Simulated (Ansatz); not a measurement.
Reactions of `[SH][GaH2]`.

Gas-phase electronic energies from Ansatz, PBE0-D4/def2-TZVP geometries. CBS: MP2 limit from def2 TZ/QZ plus the TZ coupled-cluster correction, frozen cores. This one scheme is used for every species, atoms too. Functionals use def2-TZVPP. No spin–orbit coupling; open shells (•) take unrestricted orbitals. Spin–orbit coupling would lower the free atoms: a little for S; clearly for Ga. For As, Ga outer-core shells are correlated without core-valence functions, so the limit isn't a true one: a few kJ/mol of doubt a bond, and 10 to 20 or more in all where bonds break to atoms. Scalar relativity is left out up to krypton. Each species was taken in one conformer, which may not be the lowest.

```tsv
reaction	ωB97M-V (kcal/mol)	PBE0-D4 (kcal/mol)
`[SH][GaH2]` → Ga• + 3 H• + S•	293.9	289.3
`[SH][GaH2]` + `[AsH3]` → `[GaH2][AsH2]` + H₂S	10.0	9.4
`[SH][GaH2]` + `ClC1=NCC1` → `[SH][GaH][Cl]` + `C1=NCC1`	-36.7	-35.6
`[SH][GaH2]` + `[CH3][Al]([OH])[OH]` → `[OH][GaH][SH]` + `[CH3][AlH][OH]`	19.3	18.8
`[SH][GaH2]` + `FCC1CO1` → `[GaH2][CH]1CO1` + `FCS`	35.1	35.4
```

Q: Give the CCSD(T)/CBS values in the same order. (Estimate.)

A: Computed: 295.3, 9.7, -37.7, 18.8, 35.1 kcal/mol.

Largest T1 diagnostic: 0.014, for `[OH][GaH][SH]`.
